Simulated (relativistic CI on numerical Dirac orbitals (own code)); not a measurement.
## Tm4+: 3d photoemission

Computed with this model: Dirac-Coulomb-Breit CI, separate exchange-only KLI orbitals for each configuration, QED by a radiative potential, valence Slater integrals scaled by 0.8, multiplet model of photoemission in the sudden approximation; configurations [Xe] 4f11 → [Ar] 3d9 4s2 4p6 4d10 4f11 5s2 5p6; 300 K; Lorentzian 0.63 eV and Gaussian 0.7 eV FWHM. Energies are those of the free ion, without screening or charge transfer. The energies are binding energies and can lie tens of eV above those of solids. S is read from ⟨S²⟩ = S(S + 1).

Computed curve for free ion, scaled to 100 at the maximum (points under 2 are left out and the grid is thinned):

```csv
Energy (eV),Intensity
1525.0,2.1
1525.4,2.7
1525.8,3.7
1526.2,5.7
1526.6,9.9
1527.0,21.8
1527.4,49.2
1527.8,74.1
1528.2,70.5
1528.6,49.7
1528.9,39.9
1529.3,40.2
1529.7,37.1
1530.1,32.8
1530.5,32.4
1530.9,28.3
1531.3,28.9
1531.7,31.1
1532.1,27.3
1532.5,26.4
1532.9,24.3
1533.3,17.8
1533.7,14.9
1534.1,14.7
1534.5,13.3
1534.9,11.9
1535.3,11.7
1535.7,13.0
1536.1,14.6
1536.5,13.1
1536.8,11.7
1537.2,12.0
1537.6,11.0
1538.0,7.2
1538.4,4.2
1538.8,2.9
1539.2,2.3
1573.0,2.3
1573.4,3.1
1573.8,4.7
1574.2,8.0
1574.6,16.0
1575.0,30.0
1575.4,47.3
1575.8,72.1
1576.2,97.5
1576.6,89.4
1577.0,48.9
1577.4,21.7
1577.8,12.5
1578.1,10.1
1578.5,8.7
1578.9,9.5
1579.3,11.8
1579.7,10.3
1580.1,6.9
1580.5,5.2
1580.9,3.9
1581.3,2.7
1581.7,2.0
```

The ground state has S = 1.47, and the centroid lies at 1548.96 eV.
